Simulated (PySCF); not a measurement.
PySCF input file for BH₃, SMILES B, PBE0-D3(BJ)/def2-TZVPD. The structure is a stationary point at PBE0-D3(BJ)/def2-TZVPD. The isomer is the one that the SMILES or the coordinates give; other isomers of the formula were not compared.

```python
import numpy as np
from pyscf import gto, scf, dft, df
from pyscf.hessian import thermo

mol = gto.M(
    atom='''
    B     0.00000000   -0.00000000    0.00000000
    H    -1.19349837   -0.00000000   -0.00000000
    H     0.59674918   -1.03359990   -0.00000000
    H     0.59674918    1.03359990   -0.00000000
    ''',
    basis='def2-TZVPD',
    charge=0,
    spin=0,
    max_memory=1600,
    verbose=3,
)
mf = dft.RKS(mol, xc='pbe0').density_fit(auxbasis='def2-universal-jkfit')
mf.disp = 'd3bj'
mf.grids.level = 3
mf.conv_tol = 1e-11
mf.max_cycle = 100
mf.kernel()

# [left out here: the lines that compute and print the analytic Hessian (its translational invariance restored by hand, since the grid's response is missing), thermochemistry and intensities]
```

Program output:

```
converged SCF energy = -26.5665572220638

WARN: DFTD3 does not support analytical Hessian, using finite difference


WARN: Mole.unit (angstrom) is changed to Bohr

Mode                                 0                   1                   2
Irrep
Freq [cm^-1]                     1147.4328           1188.9088           1188.9101
Reduced mass [au]                   1.2572              1.1083              1.1083
Force const [Dyne/A]                0.9752              0.9230              0.9230
Char temp [K]                    1650.9003           1710.5751           1710.5770
Normal mode                   x     y     z       x     y     z       x     y     z
       0   B                 0.00 -0.00 -0.14   -0.07  0.06 -0.00   -0.06 -0.07  0.00
       1   H                 0.00  0.00  0.51   -0.06 -0.49  0.00   -0.05  0.59 -0.00
       2   H                -0.00 -0.00  0.51    0.20  0.20  0.00    0.64  0.33 -0.00
       3   H                -0.00  0.00  0.51    0.66 -0.37  0.00    0.07 -0.13 -0.00
Mode                                 3                   4                   5
Irrep
Freq [cm^-1]                     2554.8246           2694.7694           2694.7700
Reduced mass [au]                   1.0080              1.1297              1.1297
Force const [Dyne/A]                3.8764              4.8333              4.8333
Char temp [K]                    3675.8238           3877.1732           3877.1741
Normal mode                   x     y     z       x     y     z       x     y     z
       0   B                -0.00 -0.00 -0.00    0.10 -0.04  0.00   -0.04 -0.10  0.00
       1   H                 0.58  0.00  0.00   -0.70 -0.01 -0.00    0.31 -0.01 -0.00
       2   H                -0.29  0.50  0.00   -0.30  0.54 -0.00   -0.23  0.38 -0.00
       3   H                -0.29 -0.50  0.00   -0.03 -0.08 -0.00    0.38  0.66 -0.00
temperature 298.1500 [K]
pressure 101325.00 [Pa]
Rotational constants [GHz] 234.65065 234.65064 117.32532
Symmetry number 6
Zero-point energy (ZPE) 0.02613 [Eh]   68603.537 [J/mol]
                           tot       elec      trans        rot        vib
Entropy [J/mol/K]       188.163      0.000    141.511     46.075      0.578
Cv [J/mol/K]             27.743      0.000     12.472     12.472      2.800
Cp [J/mol/K]             36.057      0.000     20.786     12.472      2.800
Internal energy [J/mol]                      3718.434   3718.434  68750.070
Internal energy [Eh]   -26.53754  -26.56656
Enthalpy [J/mol]                             6197.391   3718.434  68750.070
Enthalpy [Eh]          -26.53659
Gibbs free energy [J/mol]                  -35993.984 -10018.689  68577.727
Gibbs free energy [Eh] -26.55796
static polarisability / bohr^3: [[19.136  0.    -0.   ]
 [ 0.    19.136 -0.   ]
 [ 0.     0.    14.583]]
largest difference of analytic and finite-field dipole derivatives / e: 8.170951907993107e-05
mode   freq/cm-1   IR/(km/mol)   Raman/(A^4/amu)   depolarisation
   1     1147.43        78.880             0.000            0.750
   2     1188.91        12.132             0.362            0.750
   3     1188.91        12.132             0.361            0.750
   4     2554.82         0.000           232.243            0.026
   5     2694.77       123.514            35.051            0.750
   6     2694.77       123.505            35.114            0.750
max |gradient| / (hartree/bohr): 2.5053707825647018e-05
APT charges: [ 0.4919 -0.164  -0.164  -0.164 ]
```

Self-consistency was reached.
